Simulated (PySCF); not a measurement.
# Cl⁺ (chlorine, charge +1) across methods

[Ne] 3s2 3p4, high-spin 3P determinant. Calculation: PySCF 2.14, in aug-cc-pwCVTZ (8s7p5d3f, 75 functions); the non-relativistic Hamiltonian (point nucleus).

| method | E (hartree) | mean ε 3s β (eV) | mean ε 3p α (eV) | mean ε 3p β (eV) | Σ⟨r²⟩ (bohr²) | ⟨S²⟩ |
| --- | --- | --- | --- | --- | --- | --- |
| UHF | -459.05371 | -36.609 | -26.357 | -23.656 | 20.67 | 2.011 |
| wB97X | -459.6793 | -35.014 | -24.522 | -22.493 | 20.48 | 2.004 |
| r2SCAN | -459.6487 | -30.549 | -20.881 | -18.733 | 20.52 | 2.007 |
| revPBE | -459.6023 | -30.311 | -20.310 | -18.373 | 20.57 | 2.004 |
| TPSSh | -459.6987 | -31.308 | -21.184 | -19.222 | 20.51 | 2.005 |
| PBE | -459.4930 | -30.381 | -20.321 | -18.380 | 20.59 | 2.004 |
| BP86 | -459.7208 | -30.531 | -20.350 | -18.503 | 20.55 | 2.003 |
| PBE0 | -459.5315 | -32.278 | -22.048 | -19.959 | 20.54 | 2.005 |
| LDA | -458.1809 | -30.585 | -20.323 | -18.348 | 20.65 | 2.002 |
